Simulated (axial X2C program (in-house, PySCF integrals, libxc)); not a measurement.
## Testing model relations on SnS

A bond curve at the PBE0 level, 2c, was computed with an axial X2C code built on PySCF integrals (basis Sn dyall-cv3z [11s12p9d4f1g], S dyall-av3z [9s8p3d2f] (cores contracted in-house)) for the state Ω = 0 (closed shell). Its fit gives Re = 2.2081 Å, ωe = 499.2 cm⁻¹, ωexe = 1.15 cm⁻¹ and αe = 4.574e-04 cm⁻¹; the masses are 119.9022 and 31.9721 u. Two-component means X2C with spin–orbit coupling and atomic mean-field Coulomb and Gaunt terms.

(1) Find the reduced mass, Be and the force constant.

(2) Where do the fundamental and the first overtone lie?

(3) The dipole moment p changes by 5.03 D/Å at Re. What harmonic infrared intensity follows?

(4) Estimate the centrifugal constant by the Kratzer relation.

(5) A Morse curve ties αe to the other constants (Pekeris). How well does that hold?

The state is one determinant whose occupation by symmetry is held fixed; it was picked as the lowest of a PBE0 search that is not exhaustive.

Results:

(1) From the PBE0 values: μ = 25.2414 u. Be = 16.8576/(μ Re²) = 0.137 cm⁻¹. k = 5.8918×10⁻⁷ μ ωe² = 3.71 mdyn/Å.

(2) ν(1←0) = ωe − 2ωexe = 496.9 cm⁻¹; ν(2←0) = 2ωe − 6ωexe = 991.5 cm⁻¹.

(3) I = 42.256 × (dp/dR)²/μ = 42 km/mol.

(4) D = 4Be³/ωe² = 4.13e-08 cm⁻¹.

(5) αe(Morse) = 6Be²/ωe × (√(ωexe/Be) − 1) = 4.279e-04 cm⁻¹; the PBE0 curve gives 4.574e-04 cm⁻¹, a ratio of 0.94.
